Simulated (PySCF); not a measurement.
## IH₆, doublet: molecular constants

Level of theory: UPBE0/[I def2-TZVP with ECP28, H def2-TZVP], scalar-relativistic core potentials, density fitting, no spin–orbit coupling, PySCF.

The structure is a saddle point with 1 imaginary mode.

| Property | Result |
| --- | --- |
| Point group | D3h |
| Bond lengths | I–H 1.815 Å (×6) |
| Bond angles | H–I–H 77.6° (×6), H–I–H 87.3° (×3), H–I–H 137.6° (×6) |
| Dipole moment | 0.00 D |
| Principal quadrupole moments (Buckingham, traceless) about the centre of mass | -3.93, 1.97, 1.97 D Å |
| Lowest empty level (β) | -3.46 eV |
| Zero-point energy (real modes) | 86.5 kJ/mol |
| Spin squared ⟨S²⟩ | 0.754 |
| Atomisation energy without zero-point energy | 460 kJ/mol |
| Rotational constants | 1.615, 1.146, 1.146 cm⁻¹ |
| Principal polarisabilities | 60.5, 60.5, 86.1 bohr³ |
| Highest occupied level (α) | -5.54 eV |

Harmonic modes (masses in u: I 126.904, H 1.008):
```json
{"symmetry": "a1''", "ω (cm⁻¹)": "726i", "IR (km/mol, summed over degenerate members)": "–", "μ (u)": "1.01", "type": "bend"}
{"symmetry": "e'", "ω (cm⁻¹)": "333", "IR (km/mol, summed over degenerate members)": "253", "μ (u)": "1.02", "type": "bend"}
{"symmetry": "e''", "ω (cm⁻¹)": "803", "IR (km/mol, summed over degenerate members)": "0.0", "μ (u)": "1.01", "type": "bend"}
{"symmetry": "a2''", "ω (cm⁻¹)": "884", "IR (km/mol, summed over degenerate members)": "7.4", "μ (u)": "1.02", "type": "bend"}
{"symmetry": "e'", "ω (cm⁻¹)": "925", "IR (km/mol, summed over degenerate members)": "287", "μ (u)": "1.01", "type": "bend"}
{"symmetry": "a1'", "ω (cm⁻¹)": "964", "IR (km/mol, summed over degenerate members)": "0.0", "μ (u)": "1.01", "type": "bend"}
{"symmetry": "e'", "ω (cm⁻¹)": "1237", "IR (km/mol, summed over degenerate members)": "1818", "μ (u)": "1.04", "type": "stretch"}
{"symmetry": "a2''", "ω (cm⁻¹)": "1284", "IR (km/mol, summed over degenerate members)": "1721", "μ (u)": "1.04", "type": "stretch"}
{"symmetry": "e''", "ω (cm⁻¹)": "1548", "IR (km/mol, summed over degenerate members)": "0.0", "μ (u)": "1.01", "type": "stretch"}
{"symmetry": "a1'", "ω (cm⁻¹)": "1643", "IR (km/mol, summed over degenerate members)": "0.0", "μ (u)": "1.01", "type": "stretch"}
```

In D3h the vibrations span a1'' + 3e' + 2e'' + 2a2'' + 2a1'. The a1', a1'', e'' modes carry no infrared intensity, as symmetry demands.

Charges (e):
```tsv
atom	Mulliken	Löwdin	polar tensor	spin (Mulliken)	Mayer order to I1
I1	0.32	0.47	1.88	-0.09	–
H2,3,4,5,6,7	-0.05	-0.08	-0.31	0.18	0.66
```

Mulliken populations on I1 (electrons outside its core potential): s 3.84, p 9.97, d 10.82, f 0.05.

Outer orbital energies (eV). α occupied: -22.97, -14.27, -13.03, -13.03, -7.58, -7.58, -5.54; empty: -1.56, -1.56, 0.41, 3.01. β occupied: -22.76, -13.93, -12.78, -12.78, -6.92, -6.92; empty: -3.46, -1.04, -1.04, 0.94.

This need not be the most stable arrangement of these atoms. At this level a doublet minimum of Oh symmetry lies 131 kJ/mol below this structure. With an element this heavy the missing spin–orbit coupling can shift these numbers.

The final relaxation and frequency run took about 100 core-seconds on a shared host.
